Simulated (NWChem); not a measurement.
**Extrapolating the MP2 correlation energy of chlorotrifluoromethane (CClF₃)**

```xyz
5

F      0.8478     0.5618     1.0721
C      0.3525    -0.0244     0.0000
F      0.8478     0.5618    -1.0721
F      0.7195    -1.2908     0.0000
Cl    -1.4030     0.0972     0.0000
```
Charge 0, spin multiplicity 1.

Program: NWChem. All single points use one geometry, from PBE0/def2-SVP, a minimum by its harmonic frequencies.

The correlated methods keep 9 core orbitals frozen.

Worked example. The MP2 correlation energy is -822.42 mHa in cc-pVDZ and -1092.73 mHa in cc-pVTZ. The form E(X) = E∞ + A/X³ turns the pair into an estimate of the basis-set limit.

E∞ = (3³·(-1092.73) − 2³·(-822.42))/(3³ − 2³) = -1206.5 mHa. The larger basis holds 91 % of that, at about 5 times the processor time of the smaller one. This is a two-point estimate, and a rough one from so small a pair.
